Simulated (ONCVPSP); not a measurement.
## u(r) = r·R(r): atom against pseudo-atom (chromium (Cr))

Columns: radius, all-electron u(r) and pseudo u(r) of the 3s shell (level -76.91 eV) of chromium in the configuration [Ne] 3s2 3p6 3d5 4s0.5; LDA (Perdew-Zunger), scalar-relativistic, ONCV scheme, ONCVPSP 4.0.1.

```tsv
r (bohr)	all-electron	pseudo
0.065	0.1678	0.1096
0.130	-0.3937	0.2203
0.195	-0.6194	0.3330
0.260	-0.5007	0.4477
0.325	-0.1968	0.5631
0.390	0.1603	0.6767
0.455	0.4925	0.7848
0.520	0.7627	0.8827
0.585	0.9596	0.9658
0.650	1.0863	1.0301
0.715	1.1531	1.0730
0.780	1.1715	1.0930
0.845	1.1538	1.0905
0.910	1.1103	1.0666
0.975	1.0497	1.0241
1.040	0.9787	0.9664
1.105	0.9025	0.8980
1.170	0.8248	0.8237
1.235	0.7482	0.7480
1.300	0.6747	0.6746
1.365	0.6052	0.6051
1.430	0.5406	0.5405
1.495	0.4810	0.4809
1.560	0.4267	0.4267
1.625	0.3774	0.3774
1.690	0.3331	0.3330
```

(1) How many radial nodes do the two functions have?

(2) At about which radius was the pseudo-wave matched?

(3) Is the pseudo-wave norm-conserving?

## Answers

(1) The all-electron 3s function has n − l − 1 = 2; the pseudo-wave has 0, since the states of the same l below it are removed with the core.

(2) 1.30 bohr, where the columns begin to agree (steps of 0.07 bohr).

(3) Yes: the ONCV scheme keeps the norm inside the radius equal to the all-electron one, which fixes the energy derivative of the logarithmic derivative at the level.
